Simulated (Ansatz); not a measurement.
The Si1–H2 bond of FHSi (SMILES F[SiH]) is stretched (multiplicity 1, the rest rigid).
Geometry at rest (charge 0, multiplicity 1):
```xyz
3

Si    -0.207    -0.345     0.450
H     -1.003    -1.195    -0.556
F      0.434     0.670    -0.638
```

Cores are frozen in the correlated methods.

Programs: Ansatz (Gaussian basis) for Hartree–Fock, density functionals and correlated methods. 

FIC-MRCISD+Q on CASSCF(2,2)/cc-pV(T+d)Z, total energies (hartree):

```tsv
R (Å)	CASSCF	MRCISD	weight c² of the reference
1.538	-389.021575	-389.353846	0.91855
2.692	-388.943115	-389.267651	0.91865
4.922	-388.911649	-389.233010	0.91926
```

**Question.** Add the Davidson correction (E_MRCISD − E_CASSCF)(1 − c²)/c² and give the energies above the first point at the three levels.

**Answer.** 
Corrections (hartree): -0.029462, -0.028739, -0.028225. Above the first point (kcal/mol):
- R = 2.692 Å: CASSCF 49.2, MRCISD 54.1, with the correction 54.5
- R = 4.922 Å: CASSCF 69.0, MRCISD 75.8, with the correction 76.6

Ansatz is an electronic-structure program.
